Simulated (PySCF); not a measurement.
Sb(SiH3)(TeH)2 (H5SbSiTe2), SMILES [TeH][Sb]([SiH3])[TeH].

Geometry optimised at PBE0-D3(BJ)/def2-SVP. The def2 effective core potentials stand for the cores of Sb, Te; spin–orbit coupling is left out.

All values below come from PBE0-D3(BJ)/def2-SVP (PySCF).

Frequencies are harmonic and unscaled.

Computed normal modes with their intensities:
```json
[
 {"mode": "1", "ν (cm⁻¹)": "55", "IR (km/mol)": "0.1", "Raman (Å⁴/amu)": "7.2", "depolarisation": "0.63", "moving atoms (share of kinetic energy)": "Te 77 %, Sb 17 %"},
 {"mode": "2", "ν (cm⁻¹)": "58", "IR (km/mol)": "0.0", "Raman (Å⁴/amu)": "1.4", "depolarisation": "0.75", "moving atoms (share of kinetic energy)": "Si 51 %, H 33 %, Te 14 %"},
 {"mode": "3", "ν (cm⁻¹)": "77", "IR (km/mol)": "0.6", "Raman (Å⁴/amu)": "3.2", "depolarisation": "0.45", "moving atoms (share of kinetic energy)": "Si 44 %, Sb 25 %, Te 20 %, H 11 %"},
 {"mode": "4", "ν (cm⁻¹)": "86", "IR (km/mol)": "0.0", "Raman (Å⁴/amu)": "7.6", "depolarisation": "0.75", "moving atoms (share of kinetic energy)": "H 85 %, Si 8 %"},
 {"mode": "5", "ν (cm⁻¹)": "121", "IR (km/mol)": "0.1", "Raman (Å⁴/amu)": "1.7", "depolarisation": "0.75", "moving atoms (share of kinetic energy)": "H 94 %"},
 {"mode": "6", "ν (cm⁻¹)": "138", "IR (km/mol)": "0.9", "Raman (Å⁴/amu)": "9.8", "depolarisation": "0.75", "moving atoms (share of kinetic energy)": "H 99 %"},
 {"mode": "7", "ν (cm⁻¹)": "182", "IR (km/mol)": "1.4", "Raman (Å⁴/amu)": "16.9", "depolarisation": "0.08", "moving atoms (share of kinetic energy)": "Te 53 %, Sb 47 %"},
 {"mode": "8", "ν (cm⁻¹)": "188", "IR (km/mol)": "14.0", "Raman (Å⁴/amu)": "6.7", "depolarisation": "0.75", "moving atoms (share of kinetic energy)": "Sb 55 %, Te 43 %"},
 {"mode": "9", "ν (cm⁻¹)": "310", "IR (km/mol)": "0.6", "Raman (Å⁴/amu)": "21.0", "depolarisation": "0.22", "moving atoms (share of kinetic energy)": "Si 72 %, Sb 20 %, H 8 %"},
 {"mode": "10", "ν (cm⁻¹)": "492", "IR (km/mol)": "0.0", "Raman (Å⁴/amu)": "0.3", "depolarisation": "0.75", "moving atoms (share of kinetic energy)": "H 92 %"},
 {"mode": "11", "ν (cm⁻¹)": "495", "IR (km/mol)": "1.4", "Raman (Å⁴/amu)": "6.2", "depolarisation": "0.59", "moving atoms (share of kinetic energy)": "H 92 %"},
 {"mode": "12", "ν (cm⁻¹)": "571", "IR (km/mol)": "7.5", "Raman (Å⁴/amu)": "26.3", "depolarisation": "0.75", "moving atoms (share of kinetic energy)": "H 96 %"},
 {"mode": "13", "ν (cm⁻¹)": "572", "IR (km/mol)": "10.1", "Raman (Å⁴/amu)": "20.6", "depolarisation": "0.57", "moving atoms (share of kinetic energy)": "H 95 %"},
 {"mode": "14", "ν (cm⁻¹)": "851", "IR (km/mol)": "347.2", "Raman (Å⁴/amu)": "7.3", "depolarisation": "0.33", "moving atoms (share of kinetic energy)": "H 92 %, Si 8 %"},
 {"mode": "15", "ν (cm⁻¹)": "923", "IR (km/mol)": "26.5", "Raman (Å⁴/amu)": "22.4", "depolarisation": "0.74", "moving atoms (share of kinetic energy)": "H 97 %"},
 {"mode": "16", "ν (cm⁻¹)": "931", "IR (km/mol)": "29.1", "Raman (Å⁴/amu)": "16.6", "depolarisation": "0.75", "moving atoms (share of kinetic energy)": "H 97 %"},
 {"mode": "17", "ν (cm⁻¹)": "2138", "IR (km/mol)": "11.7", "Raman (Å⁴/amu)": "157.2", "depolarisation": "0.67", "moving atoms (share of kinetic energy)": "H 99 %"},
 {"mode": "18", "ν (cm⁻¹)": "2138", "IR (km/mol)": "58.8", "Raman (Å⁴/amu)": "325.2", "depolarisation": "0.19", "moving atoms (share of kinetic energy)": "H 99 %"},
 {"mode": "19", "ν (cm⁻¹)": "2219", "IR (km/mol)": "58.5", "Raman (Å⁴/amu)": "196.8", "depolarisation": "0.01", "moving atoms (share of kinetic energy)": "H 99 %"},
 {"mode": "20", "ν (cm⁻¹)": "2239", "IR (km/mol)": "72.4", "Raman (Å⁴/amu)": "145.3", "depolarisation": "0.37", "moving atoms (share of kinetic energy)": "H 96 %"},
 {"mode": "21", "ν (cm⁻¹)": "2246", "IR (km/mol)": "56.4", "Raman (Å⁴/amu)": "147.8", "depolarisation": "0.75", "moving atoms (share of kinetic energy)": "H 96 %"}
]
```
